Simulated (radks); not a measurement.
Excited configurations of Ba: one electron is placed in a higher orbital outside [Xe] 6s1. The ground configuration is [Xe] 6s2. All-electron calculation, Dirac Kohn-Sham, LDA (Slater exchange, Perdew-Wang correlation), spin-unpolarised, spherical densities, finite nucleus; open shells fill j = l - 1/2 first; Fermi nuclear charge, rms radius 4.8378 fm. Program: a radial shooting solver on a logarithmic mesh with Libxc functionals. Excitation = E - E(ground); binding = E(ion) - E, where the ion is the core of charge +1; n* = 1/sqrt(2 binding) in atomic units, and the quantum defect is n - n*.

outer orbital  excitation (eV)  binding (eV)     n*  quantum defect  eigenvalue (eV)  <r> (bohr)
5d3/2                    1.288         4.249  1.790           3.210           -1.502       3.826
6p1/2                    2.007         3.530  1.963           4.037           -1.839       6.013
6d3/2                    4.023         1.514  2.998           3.002           -0.729       11.42
6f5/2                    4.873         0.664  4.526           1.474           -0.374       27.88
7s1/2                    3.505         2.033  2.587           4.413           -1.210       10.81
7p1/2                    3.989         1.549  2.964           4.036           -0.906       13.42
7f5/2                    5.053         0.484  5.304           1.696           -0.298       41.82

Estimate the row for 7d3/2.

Answer. excitation (eV) 4.603; binding (eV) 0.934; n* 3.817; quantum defect 3.183; eigenvalue (eV) -0.542; <r> (bohr) 21.29. The Delta-SCF ionisation energy is 5.537 eV (NIST Atomic Spectra Database: 5.212 eV, measured). Self-interaction in the functional shifts the binding energies and quantum defects, so they are the method's values and not measured ones. Spin polarisation and multiplet splitting are left out, so open shells lie too high by an amount that depends on their filling.

Beside tabulated values, note that spin-unpolarised runs miss the spin-polarisation part of the exchange energy of open shells.
